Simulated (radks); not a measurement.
Values are calculated unless marked as measured or tabulated.
Question: The oxygen anion O2-, [Ne], held by a Watson sphere: a shell of charge +2 at radius R that stands for the Madelung well of a crystal (potential energy -2/R inside, -2/r outside, in hartree with lengths in bohr). Level of theory: non-relativistic Kohn-Sham, LDA (Slater exchange, VWN5 correlation), spin-unpolarised, spherical densities, point nucleus (a radial shooting solver on a logarithmic mesh with Libxc functionals). Response by self-consistent Sternheimer equations with the Hartree and adiabatic LDA kernel. The sphere does not respond.

| R (bohr) | e(1s) (eV) | e(2s) (eV) | e(2p) (eV) | <r> 2p (bohr) | sum of <r^2> (bohr^2) | X-ray form factor at sin(theta)/lambda = 0.2 1/angstrom | alpha (bohr^3) |
|---|---|---|---|---|---|---|---|
| 1.67 | -504.10 | -23.503 | -9.149 | 1.408 | 19.40 | 6.291 | 10.50 |
| 2.5 | -503.90 | -19.969 | -6.275 | 1.602 | 25.22 | 5.887 | 23.78 |
| 2.53 | -503.87 | -19.874 | -6.190 | 1.608 | 25.44 | 5.878 | 24.46 |
| 2.69 | -503.71 | -19.398 | -5.760 | 1.641 | 26.56 | 5.834 | 28.45 |
| 3.16 | -503.22 | -18.265 | -4.687 | 1.731 | 29.95 | 5.745 | 43.79 |
| 3.46 | -502.92 | -17.707 | -4.131 | 1.786 | 32.21 | 5.711 | 57.19 |

Estimate the row for R = 2.82 bohr.

Answer: e(1s) (eV) -503.58; e(2s) (eV) -19.048; e(2p) (eV) -5.436; <r> 2p (bohr) 1.666; sum of <r^2> (bohr^2) 27.48; X-ray form factor at sin(theta)/lambda = 0.2 1/angstrom 5.804; alpha (bohr^3) 32.11.
